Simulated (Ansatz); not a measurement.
`C[CH2][Mg][Cl]` and `C[CH2][MgH]` differ in one atom or group.

Ansatz, PBE0-D4/def2-TZVP geometries, multiplicity 1. Each molecule was computed in one conformer, which needn't be the lowest.

| property | `C[CH2][Mg][Cl]` |
| --- | --- |
| HOMO–LUMO gap (PBE0/def2-TZVPP) / eV | 5.92 |
| HOMO energy (PBE/def2-TZVPP) / eV | -5.85 |
| HOMO–LUMO gap (PBE/def2-TZVPP) / eV | 4.10 |
| HOMO energy (ωB97M-V/def2-TZVPP) / eV | -9.19 |
| ideal-gas entropy at 298 K and 1 bar (rigid rotor, harmonic PBE0-D4/def2-TZVP) / J/(mol·K) | 335 |
| HOMO energy (B3LYP/def2-TZVPP) / eV | -6.81 |

(1) What does the change do to each property? (Best estimate.)

## Answers

(1) Computed: 
```csv
property,`C[CH2][MgH]`,shift
HOMO–LUMO gap (PBE0/def2-TZVPP) / eV,6.03,0.11
HOMO energy (PBE/def2-TZVPP) / eV,-5.20,0.65
HOMO–LUMO gap (PBE/def2-TZVPP) / eV,4.22,0.12
HOMO energy (ωB97M-V/def2-TZVPP) / eV,-8.52,0.67
"ideal-gas entropy at 298 K and 1 bar (rigid rotor, harmonic PBE0-D4/def2-TZVP) / J/(mol·K)",297,-38
HOMO energy (B3LYP/def2-TZVPP) / eV,-6.16,0.65
```

With PBE0 the HOMO rises by 0.64 eV and the LUMO rises by 0.75 eV, so the gap widens by about 0.11 eV. PBE moves the HOMO by 0.65 eV and ωB97M-V by 0.67 eV.

B3LYP here is the variant with VWN-RPA as its local correlation; programs differ in this.
